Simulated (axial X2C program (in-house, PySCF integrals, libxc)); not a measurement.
Spectroscopic constants of SnSe

Computed with an in-house relativistic program for diatomic molecules. Spin-free means the one-electron spin-free X2C Hamiltonian; two-component (2c) means X2C with spin–orbit coupling and atomic mean-field two-electron Coulomb and Gaunt terms, so the difference of the two also holds small scalar two-electron terms. Basis: Sn dyall-cv3z [11s12p9d4f1g], Se dyall-cv3z [8s9p6d4f1g] (cores contracted in-house); Gaussian nuclei, density fitting, unrestricted open shells. Masses: Sn 119.902 u, Se 79.917 u.

Input file and command:
```json
{
 "zs": [
  50,
  34
 ],
 "q": 0,
 "bas": [
  "dyall-cv3z",
  "dyall-cv3z"
 ],
 "levels": [
  "PBE0",
  "HF",
  "PBE"
 ],
 "cc": true,
 "r0": 2.37,
 "thr": -1.0,
 "nmax": 90,
 "npts": 10,
 "nst": 2,
 "ntry": 6
}
```
```bash
python so2c.py task.json out
```

Keys: zs atomic numbers; q charge; bas basis sets; levels methods; cc coupled cluster on or off; r0 starting distance in Å; thr threshold in hartree for freezing inner shells (an s shell follows its p shell); nmax most natural virtual spinors; npts points on the curve; nst determinants followed; ntry starts of the search. HF also brings MP2.

State, spin-free: M_S = 0, Λ = 0 (closed shell); electrons by block: σα: 18, σβ: 18, π+α: 9, π+β: 9, π-α: 9, π-β: 9, δ+α: 3, δ+β: 3, δ-α: 3, δ-β: 3. Fragments: Sn + Se.

State, 2c: Ω = 0 (closed shell); electrons by block: 1/2: 27, -1/2: 27, 3/2: 12, -3/2: 12, 5/2: 3, -5/2: 3. Fragments: Sn + Se.

```
Hamiltonian    level  Re (Å)  ωe (cm⁻¹)  ωexe (cm⁻¹)  Be (cm⁻¹)  De (eV)  k (mdyn/Å)  μ (D)
  spin-free     PBE0   2.324      338.3        0.548    0.06512     4.56        3.23  -3.00
  spin-free       HF   2.308      360.1        0.523    0.06599     2.28        3.66  -3.72
  spin-free      MP2   2.349      330.7        0.504    0.06372     4.50        3.09    n/a
  spin-free     CCSD   2.339      338.2        0.538    0.06427     4.10        3.23    n/a
  spin-free  CCSD(T)   2.356      322.8        0.607    0.06331     4.38        2.94    n/a
  spin-free      PBE   2.355      316.8         0.57    0.06341     4.90        2.84  -2.78
         2c     PBE0   2.325      336.9        0.557    0.06501      n/a        3.21  -2.98
         2c      PBE   2.356      315.6        0.576    0.06331      n/a        2.81  -2.77
```

Correlated methods: 10 electrons correlated (number of frozen shells: Sn 4 s, 3 p, 2 d; Se 3 s, 2 p, 1 d), 274 virtual spin orbitals or spinors in MP2, 90 natural virtuals in coupled cluster.

Dipoles are positive if Se is the positive end.

Occupations by symmetry block were frozen at the best pattern of an incomplete PBE0 search. The closed shell is kept restricted, so the energy runs too high when the bond is stretched far. De is counted from the lowest determinant-based energies of the atoms at the same level, without counterpoise correction. De is not given where an atomic determinant may have missed its ground term or J level, or where the truncated virtual space spoils (T). CCSD and (T) use frozen natural virtuals with an MP2 correction for the truncation; (T) itself is uncorrected, so its De runs slightly low. The functionals have no current-density term, which raises determinants with orbital currents, atoms included. The T1 diagnostic is large, a sign of multireference character. With the outer-core shells frozen, correlated bond lengths of heavy atoms tend to come out a few hundredths of an ångström too long.

No reliable constants came from CCSD (2c), CCSD(T) (2c), HF (2c), MP2 (2c): no minimum in range, unconverged points, a curve that is not smooth, a change of character along it, or the two Hamiltonians disagreeing along it.

Rough cost a point (2c) on 1 thread(s) of a shared host, integrals apart: PBE0 1.1 s, PBE 0.5 s.

The whole task took 2.6 min on 1 thread of AMD EPYC 7B13 (Zen 3), on a shared host.
